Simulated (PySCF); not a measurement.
C₈H₁₃P.
SMILES with atom numbers: `[CH2:1]=[CH:2][CH:3]1[CH2:4][P:5]([CH:6]2[CH2:7][CH2:8]2)[CH2:9]1` (hydrogens: H10, H11 on C1; H12 on C2; H13 on C3; H14, H15 on C4; H16 on C6; H17, H18 on C7; H19, H20 on C8; H21, H22 on C9)

Method: PySCF 2.14.0, PBE0-D3(BJ)/def2-SVP geometry optimisation, gas phase.

(1) List the bond lengths, angles and torsions at this level.

## Answers

(1) 
| bond | length (pm) |
| --- | --- |
| C1=C2 | 133.4 |
| C2–C3 | 149.3 |
| C3–C4, C3–C9 | 154.6 |
| C4–P5, P5–C9 | 188.4 |
| P5–C6 | 183.2 |
| C6–C7, C6–C8 | 150.7 |
| C7–C8 | 149.3 |
| C1–H10 | 109.3 |
| C1–H11 | 109.5 |
| C2–H12 | 109.9 |
| C3–H13 | 110.2 |
| C4–H14, C9–H21 | 110.0 |
| C4–H15, C9–H22 | 110.3 |
| C6–H16 | 109.6 |
| C7–H17, C8–H19 | 109.4 |
| C7–H18, C8–H20 | 109.3 |

Bonds in one row agree within 1 pm and their mean is given. A selection of angles:
| angle | degrees |
| --- | --- |
| C1–C2–C3 | 125.5 |
| C2–C3–C4 | 116.7 |
| C4–C3–C9 | 96.0 |
| C3–C4–P5 | 91.7 |
| C4–P5–C6 | 100.2 |
| C4–P5–C9 | 75.2 |
| P5–C6–C7 | 117.6 |
| C7–C6–C8 | 59.4 |
| C6–C7–C8 | 60.3 |

Dihedral angles: C1–C2–C3–C4 -123° (anticlinal); C2–C3–C4–P5 -143° (anticlinal); C3–C4–P5–C6 -82° (synclinal); C4–P5–C6–C7 -107° (anticlinal); P5–C6–C7–C8 -107° (anticlinal); C4–P5–C9–C3 -16° (synperiplanar); C2–C3–C9–P5 143° (anticlinal); P5–C6–C8–C7 107° (anticlinal).

The C–C distances run from 1.334 Å (C1=C2, drawn double) to 1.546 Å (C3–C4, drawn single), a spread of 0.212 Å. Of the pairs four or more bonds apart, H13···H16 is among the closest relative to their van der Waals radii: 2.31 Å, 96 % of the sum of Bondi's values. The C–P distances run from 1.832 Å (P5–C6, drawn single) to 1.884 Å (P5–C9, drawn single), a spread of 0.052 Å. The 4-membered ring C3–C4–P5–C9 has internal angles of 75.2° to 96.0°; it is puckered, 0.13 Å rms from its mean plane, widest ring torsion 19°. P5 (phosphine phosphorus) is pyramidal (angles 100.3°, 100.2° and 75.2°, sum 275.7°, 1.02 Å off the plane of its three neighbours). The 3-membered ring C6–C7–C8 has internal angles of 59.4° to 60.3°.

Point group: Cs (every atom within 0.08 Å of its image). No PBE0-D3(BJ)/def2-SVP frequencies stand behind this structure, so it isn't proved a minimum. The numbers are those of one conformer.
